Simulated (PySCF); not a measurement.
# MAl anions for M along the chalcogens

PBE0 with double-zeta basis sets in PySCF, for the lowest determinant that a PBE0 search found; no spin–orbit coupling. De refers to high-spin ground-configuration atoms (the charge goes to the atom of lower measured ionisation energy or higher electron affinity, which is not always the lowest computed limit). A positive dipole points towards Al; it is taken about the centre of mass and depends on that origin.

| M | basis | charged atom | state (unpaired electrons) | Re (Å) | ωe (cm⁻¹) | De (eV) | μ (D) |
| --- | --- | --- | --- | --- | --- | --- | --- |
| O | aug-cc-pV(D+d)Z/aug-cc-pVDZ | O− | singlet (closed shell) | 1.645 | 960 | 6.02 | 1.26 |
| S | def2-SVPD | S− | singlet (closed shell) | 2.109 | 571 | 4.72 | 0.43 |
| Se | aug-cc-pVDZ-DK | Se− | singlet (closed shell) | 2.249 | 435 | 4.21 | -1.70 |
| Te | def2-SVPD | Te− | singlet (closed shell) | 2.464 | 368 | 3.74 | -2.36 |

The shortest bond is that of AlO⁻ (1.645 Å), the longest that of AlTe⁻ (2.464 Å). AlO⁻ is bound most strongly (6.02 eV) and AlTe⁻ least (3.74 eV).

The rows differ in basis set, which adds steps of its own.

Relativity is treated differently too: O no relativity; S no relativity; Se spin-free X2C; Te scalar-relativistic core potentials.

Down a group bonds as a rule get longer and wavenumbers fall, partly through the reduced mass; this series shows no clear exception.

These are scalar-relativistic numbers at best; spin–orbit coupling would shift them, the dissociation energy most. For an ion De counts to the pair picked by the measured ionisation energies or electron affinities, which need not be the lowest pair at this level.
